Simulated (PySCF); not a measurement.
SMILES CCCSC (C₄H₁₀S), GFN2-xTB optimised geometry.

```
15

C      1.75    -0.48     0.00
C      0.23    -0.48     0.00
C     -0.32     0.94     0.00
S     -2.14     1.01     0.15
C     -2.62     0.47    -1.51
H      2.13     0.03     0.89
H      2.13    -1.49    -0.01
H      2.14     0.04    -0.88
H     -0.13    -1.01    -0.88
H     -0.14    -1.00     0.88
H      0.05     1.49     0.86
H     -0.04     1.48    -0.91
H     -3.70     0.58    -1.57
H     -2.14     1.10    -2.25
H     -2.35    -0.57    -1.66
```

Density from PySCF with PBE0/def2-TZVP at that geometry.

Minimum of the electron density along straight lines between bonded atoms, close to the bond critical point (lines longer than 1.1 times the sum of covalent radii, or with two minima, are not listed):

```
bond    length / Å  ρ at the minimum / e bohr⁻³  ∇²ρ there / e bohr⁻⁵  position (fraction from the first atom)
------  ----------  ---------------------------  --------------------  ---------------------------------------
C1–C2        1.524                        0.246                 -0.61                                     0.50
C2–C3        1.521                        0.250                 -0.63                                     0.49
C3–S4        1.823                        0.180                 -0.29                                     0.47
S4–C5        1.815                        0.181                 -0.30                                     0.53
C1–H6        1.088                        0.279                 -0.95                                     0.64
C1–H7        1.087                        0.279                 -0.96                                     0.64
C1–H8        1.088                        0.279                 -0.95                                     0.64
C2–H9        1.092                        0.279                 -0.96                                     0.64
C2–H10       1.092                        0.280                 -0.96                                     0.64
C3–H11       1.090                        0.281                 -0.97                                     0.64
C3–H12       1.091                        0.280                 -0.97                                     0.64
C5–H13       1.085                        0.282                 -0.98                                     0.64
C5–H14       1.086                        0.281                 -0.97                                     0.64
C5–H15       1.086                        0.283                 -0.98                                     0.64
```
